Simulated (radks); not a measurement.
I, 53 electrons, occupied as [Kr] 4d10 5s2 5p5.

Calculated with a radial shooting solver on a logarithmic mesh with Libxc functionals: scalar-relativistic Kohn-Sham, SCAN, spin-unpolarised, spherical densities, finite nucleus; meta-GGA in the generalised Kohn-Sham scheme; Fermi nuclear charge, rms radius 4.75 fm.

Energy parts (hartree):
total: -7117.56734
kinetic: 7470.89677
electron-nucleus: -17220.50058
Hartree: 2814.12851
exchange-correlation: -182.09204

Orbitals (lengths in bohr, moments of r in powers of bohr; r(max) is where P^2 peaks):
orbital,occ.,eigenvalue (hartree),<r^4>,r(max),<1/r>
1s,2,-1214.230,2.646e-06,0.01754,56.83
2s,2,-188.2585,0.0004501,0.09900,13.04
2p,6,-168.8286,0.0003261,0.07951,12.46
3s,2,-38.26815,0.01917,0.2851,4.683
3p,6,-31.91879,0.02022,0.2791,4.444
3d,10,-22.44307,0.01778,0.2321,4.199
4s,2,-6.80740,0.5642,0.6813,1.879
4p,6,-4.80729,0.7797,0.7155,1.722
4d,10,-1.88577,1.721,0.7778,1.440
5s,2,-0.66393,30.89,1.701,0.6577
5p,5,-0.27027,82.13,2.022,0.5249

The highest occupied level is 5p at -7.354 eV. Summed over all electrons, <r^2> = 61.28 bohr^2, which gives a Langevin (diamagnetic) susceptibility term of -48.5 x 10^-6 cm^3/mol. The electron density at the nucleus is 2.569e+05 e/bohr^3 (large components only). The density falls to 0.001 e/bohr^3 at r = 4.50 bohr. For comparison, the ionisation energy in NIST's Atomic Spectra Database is 10.451 eV (measured). In exact Kohn-Sham theory the highest level is minus the ionisation energy, but local and semilocal functionals leave it too shallow, through self-interaction and a potential that decays too fast; potentials with the right tail come closer.

Beside tabulated values, note that spin-unpolarised runs miss the spin-polarisation part of the exchange energy of open shells.
